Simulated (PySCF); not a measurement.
BF2Br, SMILES B(Br)(F)F. Geometry: PBE0-D3(BJ)/def2-SVP.

TDA-CAM-B3LYP/def2-SVPD run with PySCF puts the lowest singlet excitations at 6.99, 7.78, 7.91, 8.06, 8.85, 9.13 eV.

### Question
What are the lowest excitation roots from ADC(2)/aug-cc-pVDZ (PySCF)? (Estimate from the structure and the level; the computed values follow.)

### Answer
7.56, 7.98, 8.21, 8.27, 9.16, 9.52 eV. S1 differs by 0.57 eV (second minus first; roots are paired by order, and the bases may differ).
